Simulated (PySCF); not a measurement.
**How methods differ on the ionisation energy of Au⁺**

Au⁺ [Xe] 4f14 5d10 (1S) → Au²⁺ [Xe] 4f14 5d9 (2D), as a difference of total energies. Computed with PySCF 2.14 in x2c-TZVPPall (11s7p7d3f1g, 97 functions), with scalar relativity by spin-free X2C-1e. Correlated levels: valence and next inner shell: [Kr] 4d10 4f14 frozen. The calculations carry no spin-orbit coupling.

```json
{"method": "UHF", "ionisation energy (eV)": "18.966"}
{"method": "MP2 (valence and next inner shell)", "ionisation energy (eV)": "20.879"}
{"method": "SCS-MP2 (valence and next inner shell)", "ionisation energy (eV)": "20.644"}
{"method": "CCSD (valence and next inner shell)", "ionisation energy (eV)": "20.459"}
{"method": "CCSD(T) (valence and next inner shell)", "ionisation energy (eV)": "20.558"}
```

A first-order spin-orbit estimate (lowest level to lowest level, LS coupling) adds -0.687 eV.

Errors of the correlated levels include the incompleteness of this basis and the frozen core.

Which method comes closest to the reference value, and which is furthest?

The reference is 20.203 ± 0.025 eV (measured; NIST Atomic Spectra Database, ionization energies). Closest: MP2 (valence and next inner shell) (error -0.011 eV); furthest: UHF (error -1.924 eV), both after the spin-orbit estimate.
